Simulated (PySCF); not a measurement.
SMILES CC[C@]1(F)O[C@@H]1CF, C5H8F2O

Geometry:
| atom | x (Å) | y (Å) | z (Å) |
| --- | --- | --- | --- |
| C1 | 1.758 | -0.740 | -0.476 |
| C2 | 0.985 | -0.270 | 0.753 |
| C3 | 0.149 | 0.940 | 0.430 |
| F4 | 0.930 | 2.031 | 0.161 |
| O5 | -0.987 | 1.249 | 1.140 |
| C6 | -1.165 | 0.949 | -0.229 |
| C7 | -1.922 | -0.315 | -0.560 |
| F8 | -1.426 | -0.873 | -1.712 |
| H9 | 2.388 | 0.063 | -0.851 |
| H10 | 1.077 | -1.044 | -1.266 |
| H11 | 2.390 | -1.584 | -0.215 |
| H12 | 0.333 | -1.058 | 1.130 |
| H13 | 1.676 | 0.011 | 1.551 |
| H14 | -1.395 | 1.810 | -0.851 |
| H15 | -1.817 | -1.058 | 0.236 |
| H16 | -2.980 | -0.102 | -0.739 |

Method used: TDDFT PBE0/def2-SVPD circular dichroism and optical rotation, one conformer, gas phase in PySCF 2.14.0. Geometry: GFN2-xTB.

The molecule is flexible and this is one conformer; a measurement averages over conformers. States above about 8.7 eV (minus the energy of the highest occupied orbital) lie near or above the ionisation threshold and depend on the basis.

Problem. Draw the ECD and absorption spectra from the lowest 8 states, each a Gaussian of half-width 0.25 eV at 1/e height.

Solution. 
| E (eV) | λ (nm) | Δε (L mol⁻¹ cm⁻¹) | ε (L mol⁻¹ cm⁻¹) |
| --- | --- | --- | --- |
| 7.45 | 166 | +0.12 | 17.7 |
| 7.60 | 163 | +0.89 | 140 |
| 7.75 | 160 | +3.36 | 579 |
| 7.90 | 157 | +6.36 | 1480 |
| 8.05 | 154 | +6.12 | 2950 |
| 8.20 | 151 | +0.24 | 4620 |
| 8.35 | 148 | -13.88 | 5050 |
| 8.50 | 146 | -26.08 | 4310 |
| 8.65 | 143 | -14.04 | 3900 |
| 8.80 | 141 | +11.08 | 4610 |
| 8.95 | 138 | +20.85 | 5690 |

Δε uses R in velocity form, ε uses f in length form. Only the states computed contribute, so the short-wavelength end is incomplete.

The sign of the CD band at 138 nm isn't settled: the length form gives the opposite one.
